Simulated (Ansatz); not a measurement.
Consider the ligand exchange at a Ge–O bond: `C[O][GeH]([F])[F]` + silanol → `[F][GeH]([F])[O][SiH3]` + CH₃OH.

Computed with Ansatz on PBE0-D4/def2-TZVP structures; ΔE is electronic, products minus reactants. CBS: MP2 limit from def2 TZ/QZ plus the TZ coupled-cluster correction, frozen cores. This one scheme is used for every species. DFT in def2-TZVPP. For Ge outer-core shells are correlated without core-valence functions, which leaves a few kJ/mol of doubt a bond. Scalar relativity is left out up to krypton. Each species was taken in one conformer, which may not be the lowest.

```tsv
species	PBE-QIDH energy (Eh)
`C[O][GeH]([F])[F]`	-2391.71689
`O[SiH3]`	-366.89819
`[F][GeH]([F])[O][SiH3]`	-2642.99482
CH₃OH	-115.62483
```

Work out ΔE.

ΔE = (-2642.99482) + (-115.62483) − (-2391.71689) − (-366.89819) = -0.00457 Eh = -12.0 kJ/mol. CCSD(T)/CBS gives -11.8 kJ/mol.

Largest T1 diagnostic among the species: 0.012.

From PBE to PBE0 (25 % exact exchange), in def2-TZVPP and without D4, ΔE moves by −3.5 kJ/mol. Leaving LDA and LC-ωPBE aside and taking each functional with its dispersion term where it has one, the values, not all of them listed here, spread over 8.3 kJ/mol, from BHLYP-D4 to revPBE-D4.
